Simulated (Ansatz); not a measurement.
F3NbS, SMILES `[F][Nb]([F])([F])=[S]`. Charge 0, multiplicity 1. Nb: def2 effective core potential. The structure was optimised at the PBE0-D4/def2-TZVP level.

```xyz
5

F    -0.954   -1.600    0.206
Nb   -0.045   -0.014   -0.064
F     1.068   -0.140   -1.533
F    -1.227    1.392   -0.259
S     1.157    0.362    1.649
```

Question: What is the dipole moment at ωB97M-V/def2-TZVPP? (Estimate.)

Answer: The calculation gave: 1.07 D, with components (-0.60, -0.19, -0.86) D in this frame, pointing from negative to positive charge.

Question: And with PBE, r2SCAN, B3LYP? (Best estimate.)

Answer: The calculation gave: PBE 1.09 D, r2SCAN 1.14 D, B3LYP 0.93 D.

Question: Give the Mulliken charges with ωB97M-V, B3LYP, r2SCAN in def2-TZVPP. (Estimate.)

Answer: The calculation gave: 
```json
{"atom": "F1", "ωB97M-V": "-0.36", "B3LYP": "-0.36", "r2SCAN": "-0.35"}
{"atom": "Nb2", "ωB97M-V": "1.40", "B3LYP": "1.46", "r2SCAN": "1.45"}
{"atom": "F3", "ωB97M-V": "-0.36", "B3LYP": "-0.36", "r2SCAN": "-0.35"}
{"atom": "F4", "ωB97M-V": "-0.36", "B3LYP": "-0.36", "r2SCAN": "-0.35"}
{"atom": "S5", "ωB97M-V": "-0.32", "B3LYP": "-0.37", "r2SCAN": "-0.39"}
```

B3LYP here is the variant with VWN-RPA as its local correlation; programs differ in this.

Computed with Ansatz.
